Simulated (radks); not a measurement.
Values are calculated unless marked as measured or tabulated.
Fractional charge and spin in the 3p shell of manganese: the spin-up occupation runs from 2 to 3 and the spin-down occupation from 2 to 3; the fullest corner is Mn3+, [Ne] 3s2 3d(up 2, down 2) 3p(up 3, down 3). Code: a radial shooting solver on a logarithmic mesh with Libxc functionals. Model: non-relativistic Kohn-Sham, BLYP, spin-polarised, spherical densities, point nucleus. Energy (eV) above the fullest corner. The planes named below are the two flat planes that join the four corners, with an edge along up + down = one added electron.

\begin{tabular}{lrrr}
down \ up & 2 & 2.5 & 3 \\ \hline
2 & 222.436 & 158.407 & 99.859 \\
2.5 & 158.407 & 100.249 & 47.384 \\
3 & 99.859 & 47.384 & 0.000 \\
\end{tabular}

Corners above the fullest one (they belong to Mn4+ and the next ion): (up 3, down 2) 99.859 eV, (up 2, down 3) 99.859 eV, (up 2, down 2) 222.44 eV. With half an added electron in each spin the energy lies 0.390 eV from the planes, and with half an added electron in spin up alone -2.740 eV. The planes are only a guide here: the flat-plane condition holds for ground states with one frontier orbital, while this shell lies below other occupied shells, so the corners above the fullest one are inner-hole states and not the ground states of those ions.
